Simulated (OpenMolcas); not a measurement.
Re3+ (d4) among equal point charges was computed by CASSCF with the d shell active (OpenMolcas, ANO-RCC-VDZP on the metal). Its lowest spin-free states, and all those of the highest spin:

| 2S+1 | Degeneracy | E (cm-1) |
| --- | --- | --- |
| 5 | 1 | 0.0 |
| 5 | 1 | 5477 |
| 5 | 2 | 13326 |
| 5 | 1 | 16399 |
| 3 | 2 | 17967 |
| 3 | 1 | 18019 |
| 3 | 1 | 18091 |
| 3 | 1 | 19496 |
| 3 | 2 | 19504 |
| 3 | 1 | 19543 |
| 3 | 1 | 22186 |
| 3 | 2 | 22674 |

**Question.** Is the site octahedral, tetrahedral or cube-like, axial, or of lower symmetry?

**Answer.** The states with 2S+1 = 5 have orbital degeneracies 1, 1, 2, 1. There are pairs but no triples, so the site is axial: not cubic, but with a proper or improper axis of order three or more. The run had Re3+ among 4 point charges of -1 e arranged as a square (D4h), 2.15 Å from the ion.

Spin-orbit coupling mixes the spin-free states strongly: the lowest level takes only 62 % from its leading state, 5B1. Without dynamic correlation the repulsion within the d shell is too large (B by tens of per cent), so at a given field states of lower spin stand too high. Point charges give a weaker field than real ligands, and real ions of this kind are as a rule low spin; the high spin found here belongs to the model. Point charges carry no covalency, so the field is a model and not that of real ligands. No measured value stands beside these numbers.
